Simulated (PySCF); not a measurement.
## Zr: excitation energy

Zr [Kr] 4d2 5s2 (3F) → Zr [Kr] 4d3 5s1 (5F), as a difference of total energies. Computed with PySCF 2.14 in x2c-QZVPPall (13s8p7d3f2g, 111 functions), with the spin-free X2C one-electron Hamiltonian (Gaussian nucleus). Correlated levels: valence: [Kr] frozen; valence and next inner shell: [Ar] 3d10 frozen. The calculations carry no spin-orbit coupling.

Question: Order these methods by the excitation energy they give, lowest first.
A. M06-2X
B. LDA
C. PBE
D. TPSS

Answer: C (-0.106 eV), D (-0.081 eV), B (0.060 eV), A (0.872 eV).

Errors of the correlated levels include the incompleteness of this basis and the frozen core.

For comparison: 0.588 eV (measured; NIST levels, between the centres of gravity of the two terms).
